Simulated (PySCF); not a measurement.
## Calculated data, AlFH2NSi, CH3AlFSi

Calculation on a computer-drawn molecule: optimised geometry and harmonic frequencies of an isolated molecule of the commonest isotopes, restricted reference for singlets and unrestricted otherwise, frozen core in MP2. Program: PySCF 2.14.0.

Common to all runs: charge 0; multiplicity 2; method HF; basis cc-pV(D+d)Z.

(1) AlFH2NSi

Start structure:
```xyz
6
AlFH2NSi
F     -2.3863    -1.8636    -2.9460
Al    -1.8195    -1.9632    -1.4167
N     -1.4119    -0.9374     0.0813
Si    -1.0272    -0.0608     1.3537
H      0.2646     0.4797     1.5981
H     -1.9112     0.2147     2.4291
```

Results for AlFH2NSi: rotational constants 24.27, 1.809, 1.718 GHz; total energy -685.9694 hartree; spin squared 0.7526; convergence status largest gradient component 2.559e-05 hartree/bohr.

Drawn bonds:
```
atom  other atom  order
   1           2      1
   2           3      2
   3           4      1
   4           5      1
   4           6      1
```

Optimised structure:
```xyz
6
AlFH2NSi
F     -2.3508    -1.5317    -2.7051
Al    -1.7492    -2.1423    -1.2789
N     -1.3909    -1.0593     0.0397
Si    -1.0549    -0.1300     1.2467
H      0.2559     0.5030     1.4792
H     -2.0017     0.2297     2.3179
```

Modes:
```
frequency (cm⁻¹)  reduced mass (dalton)
           80.68                   3.68
           93.32                  8.686
           137.5                  1.279
           293.3                  13.54
             578                  14.03
           752.4                  1.243
           762.3                  1.185
           836.3                  19.59
            1100                  1.059
            1431                  14.64
            2346                  1.055
            2354                  1.031
```

(2) CH3AlFSi

Start structure:
```xyz
7
CH3AlFSi
F      0.3908    -0.8635    -4.1533
Al    -0.4813     0.0875    -3.2258
C     -0.4062     0.3875    -1.1359
Si     0.8572    -0.0601    -0.0250
H     -0.9064     1.2959    -0.9822
H      1.1468     0.6358     1.2861
H      1.5947    -1.2801    -0.0735
```

It finds rotational constants 10.24, 2.457, 1.982 GHz; total energy -669.9189 hartree; spin squared 0.8327; convergence status largest gradient component 3.697e-05 hartree/bohr.

Drawn bonds:
```
atom  other atom  order
   1           2      1
   2           3      1
   3           4      2
   3           5      1
   4           6      1
   4           7      1
```

Optimised structure:
```xyz
7
CH3AlFSi
F      0.5431    -1.1252    -3.5653
Al    -0.4903     0.0944    -3.0904
C     -0.3319     0.6499    -1.2577
Si     0.7902    -0.0580    -0.1808
H     -0.9699     1.4412    -0.8687
H      0.9463     0.3347     1.2321
H      1.7081    -1.1340    -0.5787
```

Modes:
```
frequency (cm⁻¹)  reduced mass (dalton)
           104.3                  7.494
           127.9                  3.946
           277.9                  1.259
           292.5                  5.524
           546.9                  2.779
           599.5                  1.191
           714.2                  1.768
           806.8                  1.082
           827.9                  11.47
           948.3                  1.793
            1030                  1.038
            1106                  2.494
            2350                  1.038
            2386                  1.044
            3297                  1.085
```
